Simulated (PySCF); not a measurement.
Correlation energy of Cd⁺ (cadmium, charge +1)

[Kr] 4d9 5s1 5p1, one real determinant (an excited configuration). Calculation: PySCF 2.14, in ANO-RCC-VTZP (7s6p4d2f1g, 68 functions); the spin-free X2C one-electron Hamiltonian (Gaussian nucleus). Frozen: [Ar] 3d10; 19 electrons correlated.

| level | correlation energy (mhartree) |
| --- | --- |
| CCSD | -477.52 |
| (T) | -10.61 |
| CCSD(T) | -488.13 |

Diagnostics: T1 = 0.0090, D1 = 0.0340, largest double amplitude 0.032.

The real determinant used has ⟨L²⟩ near 8 against 12 for a pure F term, so it mixes terms.

Cost of the coupled-cluster step: of the order of 24 core-seconds, for 19 correlated electrons.

The basis was made for the ground configuration and has no added diffuse functions, which can raise the energy of the promoted electron.

The reference is one real determinant that mixes LS terms of this configuration.
